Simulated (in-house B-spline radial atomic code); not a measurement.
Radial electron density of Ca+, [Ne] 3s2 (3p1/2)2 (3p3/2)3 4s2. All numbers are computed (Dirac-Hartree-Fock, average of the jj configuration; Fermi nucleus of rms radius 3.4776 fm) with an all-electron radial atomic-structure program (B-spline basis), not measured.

Columns: r (bohr), 4πr²n(r) (electrons per bohr), bar.

```
 0.00331   0.6848 #
 0.00405   0.9911 ##
 0.00494    1.417 ###
 0.00603    2.013 ####
 0.00736    2.831 #####
 0.00899    3.941 #######
   0.011    5.423 ##########
  0.0134    7.283 #############
  0.0164     9.64 #################
    0.02    12.37 ######################
  0.0244    15.41 ############################
  0.0298    18.49 #################################
  0.0364    21.22 ######################################
  0.0444    23.06 #########################################
  0.0542     23.6 ##########################################
  0.0662    22.62 #########################################
  0.0808    20.49 #####################################
  0.0987    18.15 #################################
    0.12    16.97 ##############################
   0.147    17.88 ################################
    0.18    20.75 #####################################
   0.219    23.72 ###########################################
   0.268    24.56 ############################################
   0.327    21.65 #######################################
   0.399    15.78 ############################
   0.487    9.721 #################
   0.595    6.269 ###########
   0.727    6.029 ###########
   0.887    7.047 #############
    1.08    7.033 #############
    1.32    5.369 ##########
    1.61     3.16 ######
    1.97    1.602 ###
    2.41    1.003 ##
    2.94   0.8456 ##
    3.59   0.6586 #
    4.38   0.3821 #
    5.35   0.1513 
    6.53   0.0386 
    7.97 0.005827 
    9.74 0.0004596 
    11.9 1.681e-05
```

On this grid the curve has 3 maxima, near 0.0542, 0.268, 0.887 bohr.

The 3p3/2 radial function P(r) = rR(r), positive near the nucleus, with its small component Q(r) (sign convention: Q ≈ (P' + κP/r)/2c):

```csv
r (bohr),P,Q
0.00405,0.001361,-4.959e-05
0.00603,0.002952,-0.0001074
0.00899,0.006358,-0.0002308
0.0134,0.01349,-0.0004881
0.02,0.0281,-0.001012
0.0298,0.05654,-0.002021
0.0444,0.1087,-0.00385
0.0662,0.1953,-0.006857
0.0987,0.3175,-0.0111
0.147,0.4415,-0.01568
0.219,0.4737,-0.01827
0.327,0.2752,-0.01586
0.487,-0.2061,-0.00784
0.727,-0.7659,0.002012
1.08,-0.9745,0.00711
1.61,-0.6851,0.005624
2.41,-0.254,0.002062
3.59,-0.04411,0.0003353
5.35,-0.003224,2.092e-05
```
